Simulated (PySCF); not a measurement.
Si(H)(F)2(OH) (F₂H₂OSi), SMILES O[SiH](F)F.

Coordinates come from a PBE0-D3(BJ)/def2-SVP optimisation. The values are those of a single conformer.

These are TDDFT-M06-2X/def2-SVPD (PySCF) values and carry that method's errors.

Vertical excitations. Gas-phase values at a fixed geometry. State labels are in the subgroup Cs.

Computed UV-visible absorptions:
```
state  symmetry  energy (eV)  λ (nm)      f                                                                    main pairs
-----  --------  -----------  ------  -----  ----------------------------------------------------------------------------
S1           A"         9.03     137  0.029                                                                HOMO→LUMO 87 %
S2           A'         9.91     125  0.035                                                              HOMO−2→LUMO 84 %
S3           A'        10.55     117  0.102                                                              HOMO−1→LUMO 79 %
S4           A"        10.70     116  0.072                         HOMO−1→LUMO+2 53 %, HOMO→LUMO+1 21 %, HOMO→LUMO+3 9 %
S5           A'        10.78     115  0.090                      HOMO−1→LUMO+1 64 %, HOMO−1→LUMO 14 %, HOMO−1→LUMO+3 11 %
S6           A"        10.82     115  0.045                         HOMO→LUMO+1 46 %, HOMO−1→LUMO+2 31 %, HOMO→LUMO+3 7 %
S7           A'        10.91     114  0.057                                                              HOMO→LUMO+2 82 %
S8           A"        11.26     110  0.023                                          HOMO−2→LUMO+2 44 %, HOMO→LUMO+3 32 %
S9           A"        11.35     109  0.004                                          HOMO−2→LUMO+2 45 %, HOMO→LUMO+3 34 %
S10          A'        11.52     108  0.320                                        HOMO−1→LUMO+3 71 %, HOMO−1→LUMO+1 14 %
T1           A"         8.66     143      0                                                                HOMO→LUMO 81 %
T2           A'         9.53     130      0                                                              HOMO−2→LUMO 80 %
T3           A"         9.96     125      0                                                            HOMO−1→LUMO+2 80 %
T4           A'         9.99     124      0  HOMO−1→LUMO+1 37 %, HOMO−1→LUMO 28 %, HOMO−1→LUMO+4 11 %, HOMO−1→LUMO+3 11 %
```
Triplets are in the Tamm–Dancoff approximation, which puts them higher than full response would, so one can lie above its singlet here.
